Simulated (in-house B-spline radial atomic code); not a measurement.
The numbers below are computed, except where a source is named.
## C6 from the polarisability at imaginary frequency: Cu+

TDHF linear response of the closed shell [Ar] 3d10, from an all-electron radial atomic-structure program (B-spline basis); scalar-relativistic (spin-free one-electron X2C), finite nucleus, no spin-orbit coupling.

The dispersion coefficient of two like species is C6 = (3/π) ∫ α(iu)² du from 0 to ∞.

| u (hartree) | α(iu) (bohr³) |
| --- | --- |
| 0 | 5.356 |
| 0.0849 | 5.226 |
| 0.198 | 4.758 |
| 0.339 | 4.05 |
| 0.566 | 3.135 |
| 0.849 | 2.403 |
| 1.27 | 1.749 |
| 1.98 | 1.153 |
| 2.83 | 0.7807 |
| 4.24 | 0.4736 |
| 7.07 | 0.231 |
| 14.1 | 0.0772 |

(1) Fit one oscillator, α(iu) = α(0)/(1 + u²/ω²), through u = 1.27 and estimate C6.

(2) How does that compare with the full integral?

Answers

(1) From α(0)/α(iu) − 1 = 5.356/1.749 − 1 = 2.0623, ω = u/√2.0623 = 0.8844 hartree (24.1 eV). London's formula gives C6 = (3/4) α(0)² ω = 0.75 × 5.356² × 0.8844 = 19.03 hartree·bohr⁶, and the oscillator holds f = α(0) ω² = 4.19 electrons, of a sum of oscillator strengths of 27.9.

(2) The program's quadrature over all excitations gives C6 = 17.22, so the single oscillator is off by +10.5 %. At the last point the fit gives α = 0.021 against 0.0772: higher excitations, and deeper shells where there are any, keep the true curve higher at large u.
